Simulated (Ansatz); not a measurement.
Geometry optimisation, RKS PBE0-D4/def2-SVP in Ansatz 0.2.0.

The input (input.yaml):

```yaml
crystal:
  periodic: [false, false, false]
  atoms:
    - { symbol: Zn, position_ang: [0.050883, -1.302667, 0.630467] }
    - { symbol: Si, position_ang: [1.001404, 0.827133, 0.637863] }
    - { symbol: O, position_ang: [-0.571311, -2.964949, 0.487043] }
    - { symbol: H, position_ang: [-1.056698, 1.426258, -1.042035] }
    - { symbol: O, position_ang: [-1.304532, 0.614169, -1.503954] }
    - { symbol: H, position_ang: [1.676227, 1.11191, -0.672382] }
    - { symbol: H, position_ang: [-0.043309, 1.896049, 0.800036] }
    - { symbol: H, position_ang: [2.021629, 1.090142, 1.703332] }
    - { symbol: H, position_ang: [-1.015829, -3.330557, 1.257212] }
    - { symbol: H, position_ang: [-0.758564, 0.632611, -2.297481] }
basis:
  gaussian: { orbitals: def2-SVP }
hamiltonian:
  xc: pbe0
  dispersion: d4
relax:
  f_tol: 0.03
  max_steps: 50
```

Run as:

```bash
$ ansatz run input.yaml --threads 2 --pin off --max-ram 3072MiB --backend cpu --events-out ev --progress --plain --runs-dir out
```

Where does it end, and by what steps?

The forces met the threshold. The force dipped under the threshold on the way, but the program's further checks kept it going. After 29 steps the energy has fallen by 0.655 eV; H10 moved furthest, 2.19 Å. Joined: Zn1–O5 (3.17 → 2.17 Å).

| step | energy less start (eV) | largest force component (eV/Å) | accepted |
| --- | --- | --- | --- |
| 0 | 0.0000 | 0.178 | yes |
| 2 | -0.0243 | 0.553 | yes |
| 4 | -0.1058 | 0.951 | yes |
| 6 | -0.1915 | 1.671 | yes |
| 8 | -0.2250 | 1.192 | no |
| 10 | -0.2829 | 0.187 | yes |
| 12 | -0.2999 | 1.069 | yes |
| 14 | -0.3676 | 0.366 | yes |
| 16 | -0.4269 | 1.198 | yes |
| 18 | -0.5432 | 0.926 | yes |
| 20 | -0.6128 | 0.470 | yes |
| 22 | -0.6432 | 0.223 | yes |
| 24 | -0.6355 | 0.885 | no |
| 26 | -0.6547 | 0.046 | yes |
| 28 | -0.6549 | 0.142 | no |
| 29 | -0.6554 | 0.017 | yes |

```xyz
10
Properties=species:S:1:pos:R:3
Zn -0.078 -0.419 0.125
Si 1.408 1.193 0.977
O -0.876 -2.030 -0.263
H -1.483 0.207 -2.200
O -1.679 0.049 -1.270
H 2.530 1.477 0.021
H 0.734 2.507 1.242
H 2.048 0.774 2.267
H -0.803 -2.824 0.270
H -1.802 -0.933 -1.167
```

Run time: 73 s on 2 threads of Intel(R) Xeon(R) Platinum 8488C (Sapphire Rapids), with other jobs on the host, peak memory 0.27 GiB.
